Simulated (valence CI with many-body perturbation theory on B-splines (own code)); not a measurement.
## Nd⁵⁵⁺ in brief

Level of theory: valence CI with perturbative core correlation (CI+MBPT): three valence electrons over a frozen Dirac-Fock core [He], a basis of 11 s, 11 p, 10 d, 8 f, 5 g, 2 h functions for each j, with the one-electron correlation potential Σ1, the two-electron term Σ2, the three-electron term Σ3, Breit, model QED; selected CI, second order for the rest, scaled by the run's own slope (own B-spline code, finite nucleus).

The last digits are not significant, and no measured levels were compared; by estimate large intervals hold to a few tenths of a per cent, small ones and those within an open d or f shell to about a per cent.

Levels are named by their leading jj configuration (3d3/2^4 stands for four electrons in 3d with j = 3/2), which in mixed levels can hold well under half, so a name can repeat and another be missing.

Rates and lifetimes use the calculated energies. Strong lines usually hold to 10 to 20 %, long lifetimes can be off by a factor of two.

Question: What is the ground level?

Answer: (2s^2 2p1/2) J=1/2, composition 100 % 2s2 2p 2P°, g = 0.634.

Question: How well does LS coupling describe the low levels?

Answer: Among the lowest 20 levels the leading LS term, summed over configurations, holds 76 % on average. For single configurations the figures are 76 % in LS and 99 % in jj coupling. Terms mix most in the J = 3/2 level at 999.2 eV, where the leading one holds 48 %.

Question: Among levels below 9511.7 eV, which E1 lines absorb most strongly from the ground level?

Answer: to (2s^2 3d3/2) J=3/2 at 0.1810 nm, f = 0.552; to (2s 2p1/2 3p1/2) J=3/2 at 0.1830 nm, f = 0.231; to (2s 2p1/2 3p3/2) J=3/2 at 0.1782 nm, f = 0.175.

Question: What is the ionisation energy?

Answer: 11689 eV; NIST lists 11694 ± 5 eV (theoretical).

Question: Where does the other parity begin?

Answer: At (2s 2p1/2^2) J=1/2, 192.2 eV.
